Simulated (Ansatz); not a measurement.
One change: `FC(F)(F)C1=CC(C(F)(F)F)=[O+][Zn-]([Cl])[O]1` becomes `C[B-]1(O)OC(C(F)(F)F)=CC(C(F)(F)F)=[O+]1`.

Ansatz, PBE0-D4/def2-TZVP geometries, multiplicity 1. Each molecule was computed in one conformer, which needn't be the lowest.

Scalar relativity is left out up to krypton.

```csv
property,`FC(F)(F)C1=CC(C(F)(F)F)=[O+][Zn-]([Cl])[O]1`
HOMO–LUMO gap (PBE/def2-TZVPP) / eV,3.05
HOMO–LUMO gap (ωB97M-V/def2-TZVPP) / eV,9.45
HOMO energy (PBE/def2-TZVPP) / eV,-7.23
LUMO energy (PBE0/def2-TZVPP) / eV,-3.40
HOMO–LUMO gap (PBE0/def2-TZVPP) / eV,5.20
LUMO energy (ωB97M-V/def2-TZVPP) / eV,-1.28
```

(1) Give the same properties after the change, and the shifts. (An estimate is asked.)

Answers

(1) Computed: 
| property | `C[B-]1(O)OC(C(F)(F)F)=CC(C(F)(F)F)=[O+]1` | shift |
| --- | --- | --- |
| HOMO–LUMO gap (PBE/def2-TZVPP) / eV | 2.82 | -0.23 |
| HOMO–LUMO gap (ωB97M-V/def2-TZVPP) / eV | 9.16 | -0.29 |
| HOMO energy (PBE/def2-TZVPP) / eV | -7.07 | 0.16 |
| LUMO energy (PBE0/def2-TZVPP) / eV | -3.48 | -0.08 |
| HOMO–LUMO gap (PBE0/def2-TZVPP) / eV | 4.85 | -0.35 |
| LUMO energy (ωB97M-V/def2-TZVPP) / eV | -1.34 | -0.06 |

With PBE0 the HOMO rises by 0.28 eV and the LUMO falls by 0.08 eV, so the gap narrows by about 0.36 eV. PBE moves the HOMO by 0.16 eV and ωB97M-V by 0.22 eV.
